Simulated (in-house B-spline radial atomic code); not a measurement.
BSE on G0W0@HF excitations of C V (C4+)

Method: BSE on G0W0@HF. Computed with an all-electron radial atomic-structure program (B-spline basis): linear response of the closed shell 1s2 with a statically screened interaction on G0W0 levels; scalar-relativistic (spin-free one-electron X2C), finite nucleus, no spin-orbit coupling, no double excitations, S, P, D and F terms only.

Command:
```bash
python run_td.py task.json out
```
Settings (radii: box in bohr, nucleus in fm):
```
Z                        6
electrons                2
configuration            1s2
hamiltonian              x2c
method                   bse
box_radius               19.1
rms_radius               2.4702
intervals                74
```

Run time, properties included: 14 s on 1 thread of Arm Neoverse N1 (shared host).

The lowest states, in the order of their Tamm-Dancoff energies; the method's threshold (minus the highest G0W0 level) is 392.11 eV. Labels give the largest channel, * marks a mixed state, and oscillator strengths are full-response dipole values. Energies in eV:

| state | full response | Tamm-Dancoff | oscillator strength |
| --- | --- | --- | --- |
| 1s → 2s 3S | 298.80 | 298.86 | - |
| 1s → 2p 3P | 304.24 | 304.26 | - |
| 1s → 2s 1S | 304.78 | 304.84 | - |
| 1s → 2p 1P | 308.20 | 308.23 | 0.637 |
| 1s → 3s 3S | 352.06 | 352.07 | - |
| 1s → 3p 3P | 353.51 | 353.52 | - |
| 1s → 3s 1S | 353.61 | 353.62 | - |
| 1s → 3d 3D | ? | ? | - |
| 1s → 3d 1D | 354.32 | 354.32 | - |
| 1s → 3p 1P | 354.60 | 354.61 | 0.14 |
| 1s → 4s 3S | ? | ? | - |
| 1s → 4p 3P | 370.51 | 370.51 | - |
| 1s → 4s 1S | 370.54 | 370.55 | - |
| 1s → 4d 3D | 370.82 | 370.82 | - |
| 1s → 4f 3F | 370.84 | 370.84 | - |
| 1s → 4f 1F | 370.84 | 370.84 | - |

Where does 1s → 4s 3S lie?

At 369.92 eV in full response, 369.93 eV in Tamm-Dancoff.

Where does 1s → 3d 3D lie?

At 354.27 eV in full response, 354.27 eV in Tamm-Dancoff.

How large is the singlet-triplet splitting of 1s → 2s (S terms) in Tamm-Dancoff?

5.98 eV, from the unrounded values.

What polarisabilities and dispersion coefficient does the method give?

Dipole 0.008893 bohr³, quadrupole 0.00103 bohr⁵, C6 0.0007942 hartree·bohr⁶ for two such species.
